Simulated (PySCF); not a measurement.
ECD: `C[C@@H](C=O)[C@]1(C)CS1`, C6H10OS

Geometry:
| atom | x (Å) | y (Å) | z (Å) |
| --- | --- | --- | --- |
| C1 | 1.287 | 0.844 | -1.183 |
| C2 | 0.792 | -0.271 | -0.257 |
| C3 | 1.499 | -0.197 | 1.074 |
| O4 | 0.986 | -0.251 | 2.155 |
| C5 | -0.719 | -0.285 | -0.091 |
| C6 | -1.348 | 0.979 | 0.435 |
| C7 | -1.345 | -1.580 | 0.271 |
| S8 | -1.609 | -1.111 | -1.450 |
| H9 | 0.744 | 0.799 | -2.124 |
| H10 | 2.348 | 0.722 | -1.387 |
| H11 | 1.133 | 1.822 | -0.735 |
| H12 | 1.095 | -1.229 | -0.702 |
| H13 | 2.597 | -0.093 | 0.964 |
| H14 | -1.147 | 1.821 | -0.224 |
| H15 | -0.948 | 1.197 | 1.424 |
| H16 | -2.426 | 0.856 | 0.513 |
| H17 | -0.714 | -2.447 | 0.418 |
| H18 | -2.233 | -1.570 | 0.888 |

Computed, not measured: TDDFT B3LYP/def2-SVPD circular dichroism and optical rotation, one conformer, gas phase (PySCF). Geometry: GFN2-xTB.

The molecule is flexible and this is one conformer; a measurement averages over conformers. States above about 6.4 eV (minus the energy of the highest occupied orbital) lie near or above the ionisation threshold and depend on the basis.

Question: Assign R or S to each stereocentre.

Answer: C2 S, C5 R.

Question: Which excitations and rotatory strengths does the calculation give?

Answer: Rotatory strengths R in 10⁻⁴⁰ esu² cm², velocity form and length form (origin at the centre of mass); f in length form.
| state | E (eV) | λ (nm) | f | R (velocity) | R (length) | main |
| --- | --- | --- | --- | --- | --- | --- |
| 1 | 4.12 | 301 | 0.002 | +14.2 | +13.2 | HOMO→LUMO 0.53, HOMO−1→LUMO 0.45 |
| 2 | 4.47 | 277 | 0.004 | +3.0 | +3.6 | HOMO−1→LUMO 0.50, HOMO→LUMO 0.45 |
| 3 | 4.82 | 257 | 0.0006 | -7.2 | -7.1 | HOMO→LUMO+1 0.94 |
| 4 | 5.88 | 211 | 0.020 | +7.5 | +8.2 | HOMO→LUMO+2 0.92 |
| 5 | 6.01 | 206 | 0.018 | +4.5 | +4.6 | HOMO→LUMO+3 0.93 |
| 6 | 6.21 | 200 | 0.002 | -6.3 | -6.1 | HOMO−2→LUMO 0.96 |
| 7 | 6.42 | 193 | 0.081 | -14.8 | -15.3 | HOMO−1→LUMO+1 0.80, HOMO→LUMO+4 0.15 |
| 8 | 6.47 | 192 | 0.008 | +4.9 | +3.5 | HOMO→LUMO+4 0.80, HOMO−1→LUMO+1 0.15 |

Among the states computed, the strongest CD band (largest |R|) is state 7. The largest dissymmetry factor in size, g = 4R/(D+G), with D and G the electric and magnetic dipole strengths, is -0.1 for state 3 (velocity form, f = 0.0005), among bands with |R| over 0.5. The mirror image has the same energies and oscillator strengths and all R with the opposite sign.
